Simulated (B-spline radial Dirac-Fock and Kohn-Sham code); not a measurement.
# Elastic scattering of 2.39 keV electrons by neutral terbium

Model: relativistic (Dirac) partial waves in the static field of the Dirac-Fock atom with Furness-McCarthy exchange, without polarisation or absorption potentials. Program: a radial B-spline solver.

```tsv
θ (°)	dσ/dΩ (Å²/sr)	Sherman function
0	111	0.000
0.5	107	0.000
1	95.8	0.000
2	64.8	0.000
4	23.6	0.000
8	5.12	0.000
12	1.65	-0.001
16	0.719	-0.002
24	0.232	0.003
32	0.110	0.015
45	0.0466	0.008
60	0.0232	-0.056
75	0.0163	-0.034
90	0.0129	0.082
105	0.00782	0.170
120	0.00467	-0.010
135	0.0120	-0.152
150	0.0324	-0.080
165	0.0561	-0.033
180	0.0667	0.000
```

The total elastic cross section is 2.02 Å², the first transport cross section 0.253 Å² and the second, weighted with (3/2) sin²θ, 0.279 Å². The mean deflection is ⟨1 − cos θ⟩ = 0.125, and 4.8 % of the collisions scatter beyond 90°.

On this grid of angles the cross section has a minimum near 120°.

Values without a named source are computed, but for edge energies of neutral atoms, which are taken from tables.
